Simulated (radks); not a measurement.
Numerical settings for neutral helium, [He]. All-electron calculation, scalar-relativistic Kohn-Sham, r2SCAN, spin-polarised, spherical densities, finite nucleus; meta-GGA in the generalised Kohn-Sham scheme; Gaussian nuclear charge, rms radius 1.6755 fm. Program: a radial shooting solver on a logarithmic mesh with Libxc functionals. The defaults (mesh step 0.008 in ln r, mesh end at 40 bohr or more with all orbitals vanishing there, Anderson mixing 0.5 over 9 steps, residual threshold near 1e-9 with the energy settled to 1e-9 hartree or 1e-11 of itself, here a cap of 70 iterations) give E = -2.905 hartree and 1s at -16.537 eV in 17 iterations. Run on one thread of a shared host, so times are rough (Arm Neoverse V1): 0.07 s of CPU time, 0.07 s wall, 17 iterations on 2189 mesh points. One setting is changed at a time: mesh step in ln r 0.12; mesh step in ln r 0.012; mesh step in ln r 0.08; mesh end (bohr) 2; mesh end (bohr) 12; residual threshold 1e-16; residual threshold 0.1; mixing 1.5; linear mixing, mixing 1; linear mixing, mixing 0.2; mixing history 2; iteration cap 8. Which runs fail to converge, and which converge to a wrong energy?

Answer. Not converged within the cap: mesh step in ln r 0.12; residual threshold 1e-16; linear mixing, mixing 1; linear mixing, mixing 0.2; mixing history 2; iteration cap 8. Settings that end as converged yet miss the energy by more than 1 mhartree: mesh end (bohr) 2 (+0.305 hartree).
